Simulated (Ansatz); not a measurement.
Ansatz results at the PBE0-D4/def2-TZVP geometry: size of the dipole moment (PBE/def2-TZVPP) 1.59 D; size of the dipole moment (B3LYP/def2-TZVPP) 1.62 D; HOMO–LUMO gap (B3LYP/def2-TZVPP) 7.72 eV.

Each molecule was computed in one conformer, which needn't be the lowest.

Problem. Which molecule gave them?
A. `CCC1CCCCC1`
B. `COC1(OC)CCCCC1`
C. `[C-]#[N+][N+]#[C-]`
D. `CCCCC(=O)OCCC`

Solution. D. The others give `[C-]#[N+][N+]#[C-]`: 0.00, 0.00, 7.63; `COC1(OC)CCCCC1`: 0.15, 0.15, 8.10; `CCC1CCCCC1`: 0.06, 0.06, 8.87.

B3LYP here is the variant with VWN-RPA as its local correlation; programs differ in this.
